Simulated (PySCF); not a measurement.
Species: C4H12BN.
SMILES: `[BH3-][NH2+]CCC=C`

Torsions of this conformer, `[BH3-:1][NH2+:2][CH2:3][CH2:4][CH:5]=[CH2:6]`: B1–N2–C3–C4 74°, N2–C3–C4–C5 62°, C3–C4–C5–C6 -103°.

The closed-shell ground state was solved at several levels (PySCF, density fitting, gas phase, non-relativistic). One conformer (not necessarily the lowest) at the PBE0-D3(BJ)/def2-SVP geometry, without solvent, vibrations or thermal averaging.

```json
{"level": "B3LYP/pcJ-1", "basis functions": "282", "HOMO (eV)": "-7.41", "LUMO (eV)": "-0.52", "gap (eV)": "6.89", "dipole (D)": "5.48"}
{"level": "PBE0/pcSseg-1", "basis functions": "162", "HOMO (eV)": "-7.59", "LUMO (eV)": "-0.29", "gap (eV)": "7.30", "dipole (D)": "5.47"}
{"level": "PBE0/def2-SVPD", "basis functions": "216", "HOMO (eV)": "-7.59", "LUMO (eV)": "-0.36", "gap (eV)": "7.23", "dipole (D)": "5.27"}
```

(1) What might CAM-B3LYP/pcSseg-1 (162 basis functions) give for the same quantities?

(2) Over all these levels, which gives the widest orbital gap and which the narrowest?

(3) How far do the dipole and the HOMO energy spread over the levels?

Answers

(1) HOMO -9.04 eV, LUMO 0.88 eV, gap 9.92 eV, dipole 5.50 D.

(2) CAM-B3LYP/pcSseg-1 (range-separated hybrid) has the widest, 9.92 eV, and B3LYP/pcJ-1 (global hybrid, 20 % exact exchange) the narrowest, 6.89 eV. Functional and basis both differ between the two, so the spread mixes both effects.

(3) The dipole runs from 5.27 to 5.50 D (mean 5.43 D) and the HOMO from -9.04 to -7.41 eV.
